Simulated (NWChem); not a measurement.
System: BiHTeCl2; SMILES [Cl][Bi]([Cl])[TeH]

NWChem input:

```
start job
memory heap 200 mb stack 900 mb global 1100 mb
geometry units angstroms noautoz
  Bi    -0.134950     0.764618     0.413900
  Cl    -1.883090     1.181911    -1.282063
  Cl     1.911631     1.187042    -0.919561
  Te    -0.402329    -2.058799     0.141345
  H      0.826037    -2.281038     1.247372
end
basis spherical
  * library def2-svp
end
ecp
  Te library def2-ecp
  Bi library def2-ecp
end
dft
  xc hfexch
  iterations 150
  mulliken
end
task dft energy
```

Excerpt of the output:

```
             Northwest Computational Chemistry Package (NWChem) 7.3.0
             --------------------------------------------------------

 C1  symmetry detected

                             Geometry "geometry" -> ""
                             -------------------------

 Output coordinates in angstroms (scale by  1.889725989 to convert to a.u.)

  No.       Tag          Charge          X              Y              Z
 ---- ---------------- ---------- -------------- -------------- --------------
    1 Bi                  83.0000    -0.00482395     0.75727381     0.45853964
    2 Cl                  17.0000    -2.02314523     1.06574123    -0.93345334
    3 Cl                  17.0000     1.74874408     1.59776194    -1.07887147
    4 Te                  52.0000     0.06922728    -2.03762811    -0.08964009
    5 H                    1.0000     1.46538853    -2.17661806     0.81201644

 Effective nuclear repulsion energy (a.u.)    1714.1454803152

 Summary of "ao basis" -> "ao basis" (spherical)
 ------------------------------------------------------------------------------
       Tag                 Description            Shells   Functions and Types
 ---------------- ------------------------------  ------  ---------------------
 Bi                         def2-svp                10       26   4s4p2d
 Cl                         def2-svp                 8       18   4s3p1d
 Te                         def2-svp                10       26   4s4p2d
 H                          def2-svp                 3        5   2s1p

            General Information
            -------------------
          SCF calculation type: DFT
          Wavefunction type:  closed shell.
          No. of atoms     :     5
          No. of electrons :    82
           Alpha electrons :    41
            Beta electrons :    41
          Charge           :     0
          Spin multiplicity:     1
          Use of symmetry is: off; symmetry adaption is: off
          Maximum number of iterations: 150
          AO basis - number of functions:    93
                     number of shells:    39
          Convergence on energy requested:  1.00D-06
          Convergence on density requested:  1.00D-05
          Convergence on gradient requested:  5.00D-04

              XC Information
              --------------
                     Hartree-Fock (Exact) Exchange  1.000

      Superposition of Atomic Density Guess
      -------------------------------------

 Sum of atomic energies:       -1475.78904844

      Non-variational initial energy
      ------------------------------

 Total energy =   -1399.871666
 1-e energy   =   -2976.402511
 2-e energy   =    1142.874312
 HOMO         =      -0.257377
 LUMO         =      -0.013551

     ---------------------------------------------
      Total Density - Mulliken Population Analysis
     ---------------------------------------------

    Atom       Charge   Shell Charges
 -----------   ------   -------------------------------------------------------
    1 Bi  23    21.51   2.92 -0.87  1.22  0.62  4.71  1.26  0.87  0.67  9.75  0.35
    2 Cl  17    17.59   2.00  1.99  1.23  0.74  5.94  2.18  3.50  0.01
    3 Cl  17    17.60   2.00  1.99  1.23  0.74  5.94  2.18  3.50  0.01
    4 Te  24    24.43   1.77  0.27  1.20  0.66  2.87  3.16  2.19  2.28  9.84  0.19
    5 H    1     0.87   0.56  0.29  0.02

   convergence    iter        energy       DeltaE   RMS-Dens  Diis-err
 ---------------- ----- ----------------- --------- --------- ---------
 d= 0,ls=0.0,diis     1  -1399.8539425807 -1.83D+03  1.25D-02  3.85D-01
 d= 0,ls=0.0,diis     2  -1399.9091606959 -5.52D-02  4.31D-03  1.56D-01
 d= 0,ls=0.0,diis     3  -1399.9335345200 -2.44D-02  1.06D-03  1.86D-03
 d= 0,ls=0.0,diis     4  -1399.9344713472 -9.37D-04  4.38D-04  2.26D-04
 d= 0,ls=0.0,diis     5  -1399.9346082023 -1.37D-04  2.12D-04  2.73D-05
  Resetting Diis
 d= 0,ls=0.0,diis     6  -1399.9346305379 -2.23D-05  7.85D-05  2.94D-06
 d= 0,ls=0.0,diis     7  -1399.9346327546 -2.22D-06  1.18D-05  2.34D-07
 d= 0,ls=0.0,diis     8  -1399.9346328674 -1.13D-07  6.35D-06  5.02D-08

         Total DFT energy =    -1399.934632867433
      One electron energy =    -2976.216299459280
           Coulomb energy =     1234.020686577043
    Exchange-Corr. energy =      -91.395552458270
 Nuclear repulsion energy =      433.656532473073

 Numeric. integr. density =        0.000000000000

                       DFT Final Molecular Orbital Analysis
                       ------------------------------------

 Vector   39  Occ=2.000000D+00  E=-4.340532D-01
              MO Center=  2.4D-01,  1.0D+00, -6.9D-01, r^2= 5.3D+00
   Bfn.  Coefficient  Atom+Function         Bfn.  Coefficient  Atom+Function
  ----- ------------  ---------------      ----- ------------  ---------------
    57      0.397061  3 Cl pz                39      0.304899  2 Cl pz
    54      0.267418  3 Cl pz                56     -0.248346  3 Cl py
    36      0.201315  2 Cl pz                 3     -0.195954  1 Bi s
    13     -0.189142  1 Bi pz                38     -0.168615  2 Cl py
    37      0.166350  2 Cl px                53     -0.166984  3 Cl py

 Vector   40  Occ=2.000000D+00  E=-3.603209D-01
              MO Center=  2.8D-02, -4.6D-01,  1.5D-02, r^2= 5.7D+00
   Bfn.  Coefficient  Atom+Function         Bfn.  Coefficient  Atom+Function
  ----- ------------  ---------------      ----- ------------  ---------------
    74      0.403469  4 Te py                77      0.340012  4 Te py
    12     -0.291554  1 Bi py                 3     -0.235812  1 Bi s
    13     -0.219219  1 Bi pz                57      0.174058  3 Cl pz
    56      0.171554  3 Cl py                 4     -0.169192  1 Bi s
    38      0.168657  2 Cl py                71     -0.159988  4 Te py

 Vector   41  Occ=2.000000D+00  E=-3.347529D-01
              MO Center=  1.3D-01, -1.8D+00, -8.8D-02, r^2= 3.2D+00
   Bfn.  Coefficient  Atom+Function         Bfn.  Coefficient  Atom+Function
  ----- ------------  ---------------      ----- ------------  ---------------
    78      0.471427  4 Te pz                75      0.466335  4 Te pz
    73     -0.299205  4 Te px                76     -0.288800  4 Te px
    72     -0.186135  4 Te pz                69     -0.146418  4 Te pz
    70      0.118569  4 Te px                 3     -0.114392  1 Bi s
    55     -0.094716  3 Cl px                67      0.093327  4 Te px

 Vector   42  Occ=0.000000D+00  E= 1.800821D-02
              MO Center=  2.6D-02, -1.5D-01,  2.9D-01, r^2= 6.4D+00
   Bfn.  Coefficient  Atom+Function         Bfn.  Coefficient  Atom+Function
  ----- ------------  ---------------      ----- ------------  ---------------
    77      0.734516  4 Te py                15      0.717692  1 Bi py
    14     -0.371306  1 Bi px                66      0.340131  4 Te s
    12      0.329444  1 Bi py                 4     -0.271498  1 Bi s
    74      0.266772  4 Te py                16      0.259414  1 Bi pz
     3     -0.245613  1 Bi s                 56     -0.209957  3 Cl py

 Vector   43  Occ=0.000000D+00  E= 3.285671D-02
              MO Center= -5.2D-02,  7.3D-01,  2.7D-01, r^2= 4.7D+00
   Bfn.  Coefficient  Atom+Function         Bfn.  Coefficient  Atom+Function
  ----- ------------  ---------------      ----- ------------  ---------------
    16      0.716216  1 Bi pz                 3     -0.483290  1 Bi s
    37      0.431548  2 Cl px                13      0.368865  1 Bi pz
    30      0.329468  2 Cl s                 14      0.307411  1 Bi px
    55     -0.306177  3 Cl px                 1      0.247669  1 Bi s
     7     -0.200102  1 Bi pz                15     -0.188358  1 Bi py

 Vector   44  Occ=0.000000D+00  E= 4.418794D-02
              MO Center=  5.6D-02,  5.8D-01,  4.5D-01, r^2= 5.0D+00
   Bfn.  Coefficient  Atom+Function         Bfn.  Coefficient  Atom+Function
  ----- ------------  ---------------      ----- ------------  ---------------
    14      0.781820  1 Bi px                15      0.530534  1 Bi py
    48     -0.346254  3 Cl s                 11      0.337971  1 Bi px
    57     -0.325999  3 Cl pz                77      0.320320  4 Te py
    55      0.238470  3 Cl px                39      0.231734  2 Cl pz
    30      0.225015  2 Cl s                 12      0.221825  1 Bi py

     ---------------------------------------------
      Total Density - Mulliken Population Analysis
     ---------------------------------------------

    Atom       Charge   Shell Charges
 -----------   ------   -------------------------------------------------------
    1 Bi  23    22.03   2.92 -0.87  1.32  0.48  4.70  1.27  1.28  0.72  9.79  0.42
    2 Cl  17    17.41   2.00  1.99  1.20  0.79  5.94  2.05  3.43  0.01
    3 Cl  17    17.42   2.00  1.99  1.20  0.79  5.94  2.05  3.44  0.01
    4 Te  24    24.12   1.77  0.27  1.19  0.68  2.88  3.16  2.11  1.99  9.85  0.23
    5 H    1     1.01   0.67  0.32  0.02

     -------------------------------------------
      Total Density - Lowdin Population Analysis
     -------------------------------------------

    Atom       Charge   Shell Charges
 -----------   ------   -------------------------------------------------------
    1 Bi  23    22.43   1.48  0.48  1.08  0.78  4.06  1.66  1.38  1.15  9.39  0.98
    2 Cl  17    17.25   2.00  1.96  1.04  0.87  5.83  2.22  3.32  0.01
    3 Cl  17    17.26   2.00  1.96  1.04  0.87  5.83  2.22  3.33  0.01
    4 Te  24    24.01   1.23  0.74  0.98  0.79  2.73  3.18  2.06  2.20  9.58  0.52
    5 H    1     1.06   0.59  0.42  0.05

     Multipole analysis of the density
     ---------------------------------

     L   x y z        total         alpha         beta         nuclear
     -   - - -        -----         -----         ----         -------
     0   0 0 0      0.000000    -41.000000    -41.000000     82.000000

     1   1 0 0      0.168105      1.642063      1.642063     -3.116020
     1   0 1 0     -0.245992    -11.099619    -11.099619     21.953247
     1   0 0 1      1.704098     24.475944     24.475944    -47.247790

     2   2 0 0    -65.859213   -254.038659   -254.038659    442.218104
     2   1 1 0     -1.515341     -8.231423     -8.231423     14.947506
     2   1 0 1      1.587685     -1.029932     -1.029932      3.647549
     2   0 2 0    -62.010042   -352.901861   -352.901861    643.793680
     2   0 1 1      3.535567     65.356732     65.356732   -127.177897
     2   0 0 2    -61.792824   -102.832371   -102.832371    143.871918
```

Level: Hartree-Fock/def2-SVP with def2 effective core potentials on Te, Bi. All runs use the structure optimised with PBE0/def2-SVP. def2 effective core potentials on Te, Bi; no spin-orbit coupling.
